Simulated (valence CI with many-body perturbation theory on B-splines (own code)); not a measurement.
Sm⁴⁷⁺: electric-dipole lines

Calculated by configuration interaction combined with many-body perturbation theory (CI+MBPT): five valence electrons over a frozen Dirac-Fock core [Ne], radial functions for each j: 11 s, 11 p, 10 d, 8 f, 5 g, 2 h, with the one-electron correlation potential Σ1 (screened to all orders), the two-electron term Σ2, the three-electron term Σ3, Breit, model QED; selected single and double excitations, second order for the rest, scaled by the run's own slope (own B-spline code, finite nucleus).

The last digits are not significant, and no measured levels were compared; by estimate large intervals hold to a few tenths of a per cent, small ones and those within an open d or f shell to about a per cent. Among the levels kept, up to 3200 cm⁻¹ of a level comes from second order outside the variational space, and about a tenth of that is noise between levels of different J, which matters for small intervals.

Lines 51 to 100 of 555 in falling wavelength, among levels below 784.98 eV, chosen from the strongest by gf and those to the six lowest levels. Wavelengths and rates use the calculated energies. Electric multipoles are in the length gauge, E1 and E2 with the static RPA response of the core. Weak lines are less certain than strong ones. Lines between different terms over intervals too small for the method are left out, as are lines whose strength nearly cancels. The highest levels of a list are the least certain.

Levels are named by their leading jj configuration (3d3/2^4 stands for four electrons in 3d with j = 3/2), which in mixed levels can hold well under half, so a name can repeat and another be missing. Letters in brackets count levels of one name in rising energy.

```csv
λ vac (Å),Upper,Lower,A (s⁻¹),S (a.u.)
83.74,(3s 3p1/2 3p3/2^2 3d5/2) J=7/2 [b],(3s^2 3p3/2^2 3d5/2) J=7/2,1.09e+10,2.53e-02
83.46,(3s 3p1/2^2 3d3/2 3d5/2) J=5/2 [b],(3s^2 3p1/2 3d3/2 3d5/2) J=7/2 [a],1.07e+10,1.84e-02
82.18,(3s 3p1/2^2 3p3/2 3d3/2) J=3/2 [b],(3s^2 3p1/2 3p3/2 3d3/2) J=5/2 [a],1.34e+10,1.47e-02
80.91,(3s 3p1/2^2 3p3/2 3d3/2) J=5/2 [b],(3s^2 3p1/2 3p3/2 3d3/2) J=7/2,2.64e+10,4.14e-02
80.90,(3s 3p1/2 3p3/2^3) J=3/2 [b],(3s^2 3p3/2^3) J=3/2,1.42e+10,1.48e-02
80.76,(3s 3p1/2^2 3p3/2 3d5/2) J=7/2 [b],(3s^2 3p1/2 3p3/2 3d5/2) J=9/2,2.26e+10,4.70e-02
80.28,(3s 3p1/2^2 3d3/2^2) J=3/2,(3s 3p1/2^2 3p3/2 3d3/2) J=5/2 [b],1.39e+10,1.42e-02
80.06,(3s 3p1/2 3p3/2^2 3d5/2) J=7/2 [c],(3s^2 3p3/2^2 3d5/2) J=9/2,1.54e+10,3.12e-02
79.10,(3s 3p1/2 3p3/2^2 3d5/2) J=9/2 [c],(3s^2 3p3/2^2 3d5/2) J=9/2,1.69e+10,4.14e-02
78.97,(3s 3p1/2^2 3p3/2^2) J=3/2,(3s^2 3p1/2 3p3/2^2) J=3/2,8.89e+09,8.65e-03
78.61,(3p1/2^2 3p3/2^2 3d3/2) J=7/2,(3s 3p1/2 3p3/2^2 3d3/2) J=9/2,3.90e+10,7.49e-02
78.00,(3s 3p1/2 3p3/2^2 3d3/2) J=3/2 [b],(3s 3p1/2 3p3/2^3) J=5/2,2.75e+10,2.57e-02
76.96,(3p1/2^2 3p3/2^2 3d3/2) J=3/2,(3s 3p1/2 3p3/2^2 3d3/2) J=5/2 [a],2.02e+10,1.82e-02
76.87,(3s^2 3p1/2 3p3/2 3d3/2) J=3/2 [a],(3s^2 3p1/2 3p3/2^2) J=1/2,8.94e+08,8.02e-04
76.74,(3s^2 3p1/2 3p3/2 3d3/2) J=1/2 [a],(3s^2 3p1/2 3p3/2^2) J=1/2,8.93e+08,3.98e-04
76.53,(3p1/2^2 3p3/2^2 3d3/2) J=5/2,(3s 3p1/2 3p3/2^2 3d3/2) J=7/2 [a],3.66e+10,4.86e-02
75.64,(3s 3p1/2^2 3p3/2 3d5/2) J=7/2 [b],(3s^2 3p1/2 3p3/2 3d5/2) J=7/2 [a],1.05e+10,1.79e-02
75.55,(3s 3p1/2 3p3/2^2 3d5/2) J=5/2 [c],(3s^2 3p3/2^2 3d3/2) J=7/2,1.03e+10,1.32e-02
74.76,(3s 3p1/2 3p3/2 3d3/2^2) J=7/2,(3s 3p1/2 3p3/2^2 3d3/2) J=9/2,1.03e+10,1.70e-02
72.31,(3s^2 3p1/2 3p3/2 3d3/2) J=5/2 [a],(3s^2 3p1/2 3p3/2^2) J=5/2,2.66e+09,2.98e-03
71.50,(3s^2 3p1/2 3p3/2 3d3/2) J=3/2 [a],(3s^2 3p1/2 3p3/2^2) J=5/2,6.69e+09,4.83e-03
68.44,(3s^2 3p1/2 3p3/2 3d3/2) J=7/2,(3s^2 3p1/2 3p3/2^2) J=5/2,1.14e+08,1.44e-04
67.94,(3s^2 3p1/2^2 3d3/2) J=3/2,(3s^2 3p1/2^2 3p3/2) J=3/2,6.05e+09,3.74e-03
67.72,(3s^2 3p1/2 3p3/2 3d3/2) J=3/2 [a],(3s^2 3p1/2 3p3/2^2) J=3/2,5.50e+08,3.37e-04
67.61,(3s^2 3p1/2 3p3/2 3d3/2) J=1/2 [a],(3s^2 3p1/2 3p3/2^2) J=3/2,2.03e+09,6.18e-04
65.37,(3s^2 3p3/2 3d5/2^2) J=5/2 [a],(3s^2 3p3/2^2 3d5/2) J=3/2,1.42e+10,1.18e-02
63.76,(3s^2 3p1/2 3d3/2 3d5/2) J=9/2,(3s^2 3p1/2 3p3/2 3d5/2) J=9/2,1.02e+10,1.30e-02
63.01,(3s 3p1/2^2 3d3/2 3d5/2) J=7/2 [b],(3s 3p1/2^2 3p3/2 3d5/2) J=7/2 [a],1.48e+10,1.46e-02
61.59,(3s^2 3p1/2 3p3/2 3d5/2) J=3/2 [a],(3s^2 3p1/2 3p3/2^2) J=1/2,4.30e+08,1.98e-04
60.64,(3s^2 3p1/2 3p3/2 3d3/2) J=5/2 [b],(3s^2 3p1/2 3p3/2^2) J=5/2,1.37e+09,9.05e-04
59.90,(3s^2 3p1/2 3p3/2 3d5/2) J=7/2 [a],(3s^2 3p1/2 3p3/2^2) J=5/2,4.61e+08,3.91e-04
59.83,(3s 3p1/2^2 3d5/2^2) J=5/2,(3s 3p1/2^2 3p3/2 3d5/2) J=3/2 [b],2.08e+10,1.32e-02
59.03,(3s^2 3p1/2 3d5/2^2) J=7/2,(3s^2 3p1/2 3p3/2 3d5/2) J=5/2 [b],8.09e+10,6.57e-02
58.95,(3s 3p1/2^2 3d5/2^2) J=9/2,(3s 3p1/2^2 3p3/2 3d5/2) J=7/2 [b],2.13e+10,2.16e-02
58.94,(3s 3p1/2^2 3d3/2 3d5/2) J=9/2,(3s 3p1/2^2 3p3/2 3d5/2) J=9/2,2.21e+10,2.24e-02
58.92,(3s^2 3p3/2 3d5/2^2) J=7/2 [a],(3s^2 3p3/2^2 3d5/2) J=5/2 [a],2.80e+10,2.26e-02
58.74,(3s^2 3p1/2 3p3/2 3d3/2) J=3/2 [b],(3s^2 3p1/2 3p3/2^2) J=5/2,4.07e+08,1.63e-04
58.41,(3s 3p1/2^2 3d5/2^2) J=7/2,(3s 3p1/2^2 3p3/2 3d5/2) J=5/2 [b],1.00e+11,7.89e-02
58.31,(3s^2 3p1/2 3d5/2^2) J=3/2,(3s^2 3p1/2 3p3/2 3d5/2) J=1/2,4.38e+10,1.71e-02
58.17,(3s^2 3p1/2 3d5/2^2) J=9/2,(3s^2 3p1/2 3p3/2 3d5/2) J=7/2 [b],8.50e+10,8.26e-02
58.09,(3s^2 3p1/2 3p3/2 3d5/2) J=3/2 [a],(3s^2 3p1/2 3p3/2^2) J=5/2,5.02e+09,1.94e-03
57.90,(3s^2 3p1/2 3p3/2 3d3/2) J=5/2 [b],(3s^2 3p1/2 3p3/2^2) J=3/2,4.67e+09,2.69e-03
57.65,(3s^2 3p1/2 3d5/2^2) J=5/2,(3s^2 3p1/2 3p3/2 3d5/2) J=3/2 [b],4.61e+10,2.62e-02
57.37,(3s 3p1/2^2 3d5/2^2) J=3/2,(3s 3p1/2^2 3p3/2 3d5/2) J=3/2 [b],3.40e+10,1.27e-02
57.02,(3s^2 3p3/2 3d3/2 3d5/2) J=7/2 [a],(3s^2 3p3/2^2 3d3/2) J=7/2,1.49e+10,1.09e-02
56.98,(3s^2 3p1/2 3p3/2 3d5/2) J=5/2 [a],(3s^2 3p1/2 3p3/2^2) J=5/2,3.00e+10,1.64e-02
56.81,(3s 3p1/2 3p3/2^2 3d5/2) J=3/2 [a],(3s 3p1/2 3p3/2^3) J=5/2,2.98e+10,1.08e-02
56.53,(3s^2 3p1/2 3d3/2 3d5/2) J=7/2 [a],(3s^2 3p1/2 3p3/2 3d3/2) J=7/2,1.73e+10,1.24e-02
56.39,(3s 3p1/2^2 3d3/2 3d5/2) J=7/2 [b],(3s 3p1/2^2 3p3/2 3d3/2) J=5/2 [b],6.65e+10,4.71e-02
56.25,(3s 3p1/2^2 3d3/2 3d5/2) J=1/2,(3s 3p1/2^2 3p3/2 3d3/2) J=1/2 [b],5.75e+10,1.01e-02
```
